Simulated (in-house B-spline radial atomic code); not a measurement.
Computed with a B-spline radial atomic code. Model: two electrons, singlet ground state, non-relativistic, full CI in B-splines with partial waves to l = 8 (at full coupling up to 3e-4 hartree above the limit, correlation up to 0.6 % small), density held at that of full coupling by Lieb maximisation.

Along the adiabatic connection the electron repulsion is scaled by a coupling λ while a local potential keeps the density fixed. At λ = 0 the system is the Kohn-Sham one and W equals the exchange energy; the exchange-correlation energy is the area under W between 0 and 1. The kinetic energy rises with λ as the electrons avoid each other, with dT/dλ = −λ dW/dλ.

Command:
```bash
python run_ac.py task.json out
```
Settings (lengths in bohr, energies in hartree):
```
potential              harmonic
strength               0.0652
lmax                   8
```

Run time, properties included: 23 s on 1 thread of Intel(R) Xeon(R) Processor @ 2.30GHz (shared host).

**W = mean repulsion less Hartree energy, and W of three functionals.**

Given: confinement harmonic well; well frequency 0.0652 hartree; external potential omega^2 r^2/2.

Computed: LDA exchange minus exact 23.172 millihartree; PBE exchange minus exact 6.7555 millihartree.

| coupling | W xc (hartree) | W xc minus exchange (millihartree) | kinetic minus Kohn-Sham (millihartree) | LDA (PW92) W minus its exchange (millihartree) | PBE W minus its exchange (millihartree) | SCAN W minus its exchange (millihartree) |
| --- | --- | --- | --- | --- | --- | --- |
| 0 | -0.16509 | 0 | 0 | 0 | 0 | 0 |
| 0.02 | -0.16715 | -2.061 | 0.02 | -7.82 | -3.39 | -1.84 |
| 0.05 | -0.17002 | -4.935 | 0.12 | -14.7 | -7.47 | -4.36 |
| 0.12 | -0.17584 | -10.756 | 0.61 | -25.37 | -14.84 | -9.49 |
| 0.25 | -0.18411 | -19.023 | 2.11 | -37.92 | -24.57 | -17.03 |
| 0.4 | -0.19087 | -25.784 | 4.28 | -47.46 | -32.51 | -23.62 |
| 0.6 | -0.1971 | -32.009 | 7.35 | -56.27 | -40.13 | -30.16 |
| 0.8 | -0.20144 | -36.351 | 10.36 | -62.62 | -45.77 | -35.01 |
| 1 | -0.20465 | -39.563 | 13.24 | -67.51 | -50.17 | -38.76 |
| 1.4 | -0.20913 | -44.04 | 18.55 | -74.68 | -56.71 | -44.12 |
| 2 | ? | ? | ? | ? | ? | ? |
| 3 | ? | ? | ? | ? | ? | ? |
| 4.5 | -0.22098 | -55.897 | 48.66 | -96.25 | -76.82 | -57.3 |
| 7 | -0.2242 | -59.111 | 66.73 | -102.79 | -83.01 | -59.93 |
| 10 | -0.22638 | -61.294 | 85 | -107.39 | -87.39 | -61.39 |

**Question.** What belongs in the row 2?

**Answer.** W xc (hartree): -0.21334; W xc minus exchange (millihartree): -48.25; kinetic minus Kohn-Sham (millihartree): 25.6; LDA (PW92) W minus its exchange (millihartree): -81.88; PBE W minus its exchange (millihartree): -63.36; SCAN W minus its exchange (millihartree): -49.16.

**Question.** What belongs in the row 3?

**Answer.** W xc (hartree): -0.21747; W xc minus exchange (millihartree): -52.384; kinetic minus Kohn-Sham (millihartree): 35.74; LDA (PW92) W minus its exchange (millihartree): -89.44; PBE W minus its exchange (millihartree): -70.42; SCAN W minus its exchange (millihartree): -53.82.

**Question.** What is the SCAN exchange minus exact?

**Answer.** -0.31216 millihartree.

**Energy parts, natural occupations and partial-wave weights.**

Computed: total energy 0.3509 hartree; exchange energy -0.16509 hartree; correlation energy -0.026324 hartree; kinetic part of the DFT correlation energy 0.013239 hartree; initial slope twice GL2 -0.10594 hartree; Hartree energy 0.33018 hartree; Lieb Oxford ratio E_xc over LDA exchange 1.3488.

```json
{"natural": "s", "occupation of the shell (electrons)": "1.7628"}
{"natural": "p", "occupation of the shell (electrons)": "0.22621"}
{"natural": "s", "occupation of the shell (electrons)": "?"}
{"natural": "d", "occupation of the shell (electrons)": "0.00040822"}
{"natural": "p", "occupation of the shell (electrons)": "0.00019029"}
{"natural": "f", "occupation of the shell (electrons)": "6.3255e-05"}
```

**Question.** What belongs in the row s?

**Answer.** occupation of the shell (electrons): 0.010278.

```tsv
wave	weight
s	0.88654
p	0.1132
d	?
f	3.4909e-05
g	8.1791e-06
```

**Question.** What belongs in the row d?

**Answer.** weight: 0.00021388.

**Question.** What is the Kohn-Sham kinetic?

**Answer.** 0.06807 hartree.

**Question.** What is the kinetic part over minus potential part?

**Answer.** 0.33463.

Half-way to full coupling W has made 73 % of its drop, against 50 % for a straight line, and second-order (GL2) theory, half the initial slope, overshoots the correlation energy by about 101 %: correlation is strong. Over couplings 0 to 1 the errors in E_xc come to about +1.7 millihartree for LDA, -0.3 millihartree for PBE, +1.2 millihartree for SCAN, so PBE is nearest. In LDA and PBE and SCAN the errors of exchange and correlation have opposite signs, so the sum is smaller than the larger of the two.
